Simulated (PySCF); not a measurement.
Si(F)(Me) (CH3FSi), SMILES F[Si]C (connectivity only; charge and spin as stated), neutral, multiplicity 1.

Coordinates come from a PBE0-D3(BJ)/def2-TZVP optimisation.

These are ωB97X/def2-TZVPD in PySCF values and carry that method's errors.

Gas-phase values at a fixed geometry.

Problem. Estimate the frontier levels, gap, dipole moment and polarisability. (The exact figures need the calculation; the answer reports its results.)

Solution. 
| Property | Value |
|---|---|
| highest occupied level | -8.95 eV |
| lowest empty level | -0.06 eV |
| orbital gap | 8.89 eV |
| dipole moment | 1.64 D |
| quadrupole, principal values (traceless, Buckingham form, about the centre of nuclear charge) | -3.27, -1.25, 4.52 D·Å |
| mean static polarisability | 44.9 bohr³ (6.66 Å³) |
| polarisability, principal values | 41.0, 42.2, 51.6 bohr³ |
